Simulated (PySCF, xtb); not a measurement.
CH5FO2Si2, SMILES [SiH2]1OCO[Si@@H]1F. Other conformers were not sampled.

Harmonic wavenumbers (cm⁻¹) from GFN2-xTB (xtb 6.7.1) at its own minimum, in rising order: 66, 80, 144, 232, 343, 410, 473, 568, 592, 602, 686, 700, 746, 770, 796, 831, 1061, 1068, 1121, 1230, 1355, 1498, 2233, 2268, 2343, 2853, 2894.

**Question.** What does PBE-D3(BJ)/def2-SVP in PySCF 2.14.0 give at its own minimum? (Estimate from the structure and the level; the computed values follow.)

**Answer.** 62, 110, 159, 272, 352, 422, 488, 581, 659, 679, 719, 723, 815, 826, 887, 931, 1025, 1094, 1129, 1215, 1383, 1466, 2162, 2169, 2217, 2929, 3001. Paired by order, the mean absolute difference is 47 cm⁻¹ and the zero-point energies are 40.0 and 40.7 kcal/mol.
